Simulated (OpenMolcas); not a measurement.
**Lines of Si: computed and rescaled rates**

```
Program             : OpenMolcas 26.06
Method              : SS-CASPT2, IPEA 0.25 Eh, imaginary shift 0.1 Eh (closed shells correlated: 2s 2p)
Basis               : ANO-RCC-VQZP [6s5p3d2f1g]
Scalar Hamiltonian  : DKH2, point nucleus
Active space        : 4 electrons in 4 orbitals (3s 3p)
State averaging     : 2S+1 = 3 even, 3 roots; 2S+1 = 1 even, 6 roots; 2S+1 = 5 odd, 1 root; 2S+1 = 3 odd, 8 roots
Spin-orbit coupling : RASSI with atomic mean-field integrals over the reference wave functions, term energies averaged over their components
```

Rates come from the transition moments of the reference wave functions (E1 and E2 in the length form). At fixed line strength A goes as λ^-3 for E1 and M1 and as λ^-5 for E2, so a rate at the computed wavelength can be rescaled to the measured one. Measured vacuum wavelengths follow from level energies in NIST Handbook of Basic Atomic Spectroscopic Data. Branching counts decays inside the model space alone, at computed energies, and the table is only a selection of the E2 and M1 lines, drawn from those between levels with measured partners whose computed energy lies within a factor of 1.5 of the measured one.

```csv
Upper,Lower,Type,λ computed (nm),λ measured (nm),A computed (s-1),A rescaled (s-1),Branching %
3s² 3p² ¹S₀,3s² 3p² ¹D₂,E2,1272,1099,4.61e-01,9.58e-01,94.8
3s² 3p² ¹S₀,3s² 3p² ³P₁,M1,747.8,652.9,2.44e-02,,5.0
3s² 3p² ¹D₂,3s² 3p² ³P₂,M1,1858,1646,1.76e-03,,73.2
3s² 3p² ¹D₂,3s² 3p² ³P₁,M1,1815,1607,6.28e-04,,26.2
3s² 3p² ³P₂,3s² 3p² ³P₁,M1,78870,68470,2.76e-05,4.22e-05,100.0
3s² 3p² ¹D₂,3s² 3p² ³P₂,E2,1858,1646,1.38e-05,,0.6
```

Spin-changing lines and M1 lines between different terms are not rescaled, since their strength hangs on the term gaps too.

The largest correction is for 3s² 3p² ¹S₀ → 3s² 3p² ¹D₂ (E2): 4.61e-01 × (1272 / 1099)^5 = 9.58e-01 s-1, a factor of 2.08.

No measured rate stands beside these. Rescaling mends the energy factor alone: line strengths can still be far off where a level mixes with configurations outside the active space, and weak or spin-changing lines hang on small mixing coefficients that depend on the term gaps too, so rescaling need not improve them.

CASPT2 does not keep the components of a term degenerate, so their means are used; among the terms shown or strongly mixed into the levels shown the widest spread is 18 cm-1 (3s² 3p² ¹D). Over all roots computed the reference weight is 0.86 to 0.98; the roots of lowest weight are the least certain, and an intruder state may touch them. Measured partners are found by configuration, term and J. A level has none where our copy of the source lacks it or the pairing is in doubt (some pairs that miss far off the trend of their configuration count as doubtful). Levels of configurations outside the active space are missing.
